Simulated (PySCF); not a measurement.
GeH3N, SMILES [GeH][NH2] (connectivity only; charge and spin as stated), neutral, multiplicity 1. Atoms are numbered in the order given.

```xyz
5

Ge     0.0516    -0.4154     0.0000
H     -1.5501    -0.5430     0.0000
N     -0.0112     1.4127     0.0000
H     -0.8497     1.9727     0.0000
H      0.8260     1.9751     0.0000
```

Coordinates come from a B3LYP-D3(BJ)/def2-TZVP optimisation.

All values below come from KT2/pcSseg-2 run with PySCF.

GIAO shieldings, no solvent; atoms listed in one row are averaged. δ = σ(ref) − σ: ⁷³Ge against GeH4 (σ = 1672.1 ppm); ¹H against TMS (σ = 31.47 ppm); ¹⁵N against NH3 (σ = 261.9 ppm), references at their B3LYP-D3(BJ)/def2-TZVP geometries, non-relativistic.

Computed chemical shifts:
```json
[
 {"nucleus": "⁷³Ge", "atoms": "Ge1", "count": "1", "δ (ppm)": "962.5"},
 {"nucleus": "¹H", "atoms": "H2", "count": "1", "δ (ppm)": "8.35"},
 {"nucleus": "¹H", "atoms": "H4", "count": "1", "δ (ppm)": "7.41"},
 {"nucleus": "¹H", "atoms": "H5", "count": "1", "δ (ppm)": "6.89"},
 {"nucleus": "¹⁵N", "atoms": "N3", "count": "1", "δ (ppm)": "190.7"}
]
```
